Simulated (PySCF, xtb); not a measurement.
B(Cl)(GeH3)2 (BClGe2H6), SMILES [B]([GeH3])(Cl)[GeH3].

GFN2-xTB (xtb) at its own geometry gives an orbital gap of 2.52 eV and a dipole moment of 1.00 D.

Geometry: B3LYP-D3(BJ)/def2-SVP. This is a generated structure with no PubChem entry under its InChIKey; it may be hypothetical.

Question: What does HF/def2-TZVP run with PySCF give? (Estimate from the structure and the level; the computed values follow.)

Answer: gap 11.00 eV (levels -10.06 and 0.94 eV), dipole 0.29 D.
